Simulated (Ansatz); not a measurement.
```yaml
crystal:
  periodic: [false, false, false]
  atoms:
    - {symbol: Si, position_ang: [0.394532, 1.563422, -1.273227]}
    - {symbol: B, position_ang: [0.617952, -0.674778, -0.128351]}
    - {symbol: Cl, position_ang: [2.249204, -2.007138, -0.741850]}
    - {symbol: Ga, position_ang: [-0.964276, -1.547633, 1.757255]}
    - {symbol: H, position_ang: [-1.290302, 1.655665, -2.066552]}
    - {symbol: H, position_ang: [0.464012, 2.903630, 0.021041]}
    - {symbol: H, position_ang: [1.692837, 1.894687, -2.562678]}
    - {symbol: H, position_ang: [-2.582764, -2.584062, 1.338702]}
    - {symbol: H, position_ang: [-0.581207, -1.203780, 3.655661]}
basis:
  gaussian: {orbitals: def2-mTZVPP, final_grid: {core_spheres: 5, valence_spheres: 4, degree: 11}}
magnetization: {spin_polarized: false, initial_magnetization: 2}
hamiltonian: {xc: {name: HF}}
accuracy: high
output: {forces: true}
```

```sh
$ ansatz run in.yaml --threads 4 --pin off --events-out ev --progress --plain --max-ram 10444MiB
```

It prints (some lines left out):

```
Functional definition: HF
2627 factors; integrals over basis functions are off by at most 2.7e-8 eV
mean field evaluation 1: about -73438.6984 eV, gradient 2.0e1 eV
mean field evaluation 2: about -73438.7070 eV, gradient 2.0e1 eV
mean field evaluation 4: about -73441.0292 eV, gradient 2.9e0 eV
mean field evaluation 8: about -73441.1728 eV, gradient 3.0e-1 eV
mean field evaluation 16: about -73441.1834 eV, gradient 1.4e-1 eV
mean field evaluation 32: about -73442.0713 eV, gradient 3.1e-8 eV
mean field -73442.07130936 eV, -2698.9463397949 hartree, gradient 3.1e-8 eV, S^2 2.000000; 3 other end points of the search recorded, 0 dependent functions left out
reference -73442.07130936 eV, -2698.9463397949 hartree; 37, 35 occupied and 97, 99 virtual orbitals, 2627 factors
Total energy: -73442.07130936 eV, -2698.9463397949 hartree
Atom 0 at     0.394532     1.563422    -1.273227 Å, force    -0.755851     1.344169    -0.181516 eV/Å
Atom 1 at     0.617952    -0.674778    -0.128351 Å, force     1.576510     0.008963    -1.357066 eV/Å
Atom 2 at     2.249204    -2.007138    -0.741850 Å, force    -2.526899     1.843650     1.079654 eV/Å
Atom 3 at    -0.964276    -1.547633     1.757255 Å, force    -1.123425    -0.680958     1.375791 eV/Å
Atom 4 at    -1.290302     1.655665    -2.066552 Å, force     3.291770    -0.223265     1.532758 eV/Å
Atom 5 at     0.464012     2.903630     0.021041 Å, force    -0.099703    -2.639283    -2.501035 eV/Å
Atom 6 at     1.692837     1.894687    -2.562678 Å, force    -2.492390    -0.880904     2.623209 eV/Å
Atom 7 at    -2.582764    -2.584062     1.338702 Å, force     2.528380     1.623030     0.408376 eV/Å
Atom 8 at    -0.581207    -1.203780     3.655661 Å, force    -0.398394    -0.395402    -2.980171 eV/Å
Dipole moment:    -0.836405     0.373315     0.500257 e Å
```

It took 20 s on 4 threads of an Arm Neoverse N1 on a shared host, with 0.64 GiB of host memory at the peak.
